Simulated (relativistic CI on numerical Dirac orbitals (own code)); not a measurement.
# Ba XLVI: sensitivity of the levels to the model

Base calculation: Dirac-Coulomb-Breit CI, separate exchange-only KLI orbitals for each configuration, model QED (radiative potential, 1s self-energy scaled to tabulated hydrogen-like ionisation energies), unscaled Slater integrals.

Configuration list (outside the closed core [Ne]): 3s, 3p, 3d, 4s, 4p, 4d, 4f, 5s, 5p, 5d, 5f, 5g, 6s, 6p, 6d. Levels of other configurations are missing.

Variants: (1) one mean potential for all configurations. Shifts of the energy above 3s 2S_1/2, in eV, for the lowest level and the first level of each name with at least 55 % of one term (blank where a level changes its place among those of its configuration and J or its character, or is not in the variant):

```
     Level     Base   Δ(1)
 3s 2S_1/2     0.00   0.00
3p 2P°_1/2   105.53  +0.09
3p 2P°_3/2   207.35  +0.09
 3d 2D_3/2   339.95  +0.05
 3d 2D_5/2   362.86  +0.05
 4s 2S_1/2  1658.99  -0.07
4p 2P°_1/2  1702.63  -0.04
4p 2P°_3/2  1744.09  -0.04
 4d 2D_3/2  1794.28  -0.06
 4d 2D_5/2  1804.23  -0.06
4f 2F°_5/2  1830.82  -0.10
4f 2F°_7/2  1835.08  -0.10
 5s 2S_1/2  2396.39  -0.07
5p 2P°_1/2  2418.34  -0.05
5p 2P°_3/2  2439.16  -0.05
 5d 2D_3/2  2463.71  -0.05
 5d 2D_5/2  2468.85  -0.06
5f 2F°_5/2  2481.99  -0.10
5f 2F°_7/2  2484.18  -0.10
 5g 2G_7/2  2485.94  -0.08
 5g 2G_9/2  2487.25  -0.08
 6s 2S_1/2  2787.39  -0.07
```

At this charge energies of transitions that change n are usually good to better than 1 %, and those within a shell (Δn = 0) to a few per cent.

Ionisation energy from the two ground configurations alone: base 3640.18 eV. The NIST ASD value (theoretical) is 3640 eV.
